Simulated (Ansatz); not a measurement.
Frontier orbitals of CH4BClSi (`ClB1C[SiH2]1`).

```xyz
8

Cl    1.8192   -1.8201    1.0519
B     0.4975   -0.8807    0.4605
C    -0.0851    0.4738    0.7972
Si   -0.3031   -0.0403   -1.0792
H    -1.1559    0.4998    1.0217
H     0.4534    1.2612    1.3198
H    -1.7469   -0.0339   -1.4037
H     0.5208    0.5402   -2.1683
```

Total charge 0; spin multiplicity 1. All single points use the PBE0-D4/def2-TZVP geometry. Basis def2-TZVPP, Ansatz 0.2.0.

Orbital energies of one run (eV). Highest occupied ones, from the top: -6.46, -7.62, -9.42, -9.51, -9.87, -11.51, -11.96, -13.07, -14.50, -19.97, -23.19, -99.30, -99.32, -99.37. Empty: -2.16, -0.59, 0.73, 1.00, 1.24, 1.93.

(1) Which functional gave them?
A. ωB97M-V
B. r2SCAN0
C. HSE06 (plane-wave form)
D. LC-ωPBE

Results:

(1) C. HOMO energies: HSE06 -6.46, ωB97M-V -8.92, r2SCAN0 -6.98, LC-ωPBE -9.43 eV.

LC-ωPBE has ω = 0.4 bohr⁻¹.
